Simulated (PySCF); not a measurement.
C2H7ClGe, SMILES [Cl][GeH2][CH2]C. The structure is a stationary point at PBE-D3(BJ)/def2-SVP. The values are those of a single conformer.

Computed equilibrium geometry at PBE-D3(BJ)/def2-SVP (PySCF confirms it by a frequency run) as bond lengths and angles (one conformer of several):
Atoms: Ge1 Cl2 C3 C4 H5 H6 H7 H8 H9 H10 H11. Bonded distances (Å): Ge1–Cl2 2.194, Ge1–C3 1.966, Ge1–H5 1.553, Ge1–H6 1.552, C3–C4 1.530, C3–H7 1.112, C3–H8 1.110, C4–H9 1.110, C4–H10 1.109, C4–H11 1.109. Angles (°): Cl2–Ge1–C3 106.9, Cl2–Ge1–H5 106.3, Cl2–Ge1–H6 106.9, C3–Ge1–H5 112.3, C3–Ge1–H6 113.0, H5–Ge1–H6 111.0, Ge1–C3–C4 113.2, Ge1–C3–H7 106.7, Ge1–C3–H8 106.7, C4–C3–H7 111.8, C4–C3–H8 111.4, H7–C3–H8 106.7, C3–C4–H9 111.7, C3–C4–H10 111.4, C3–C4–H11 111.0, H9–C4–H10 107.4, H9–C4–H11 107.3, H10–C4–H11 107.8.
Charge 0, spin multiplicity 1.
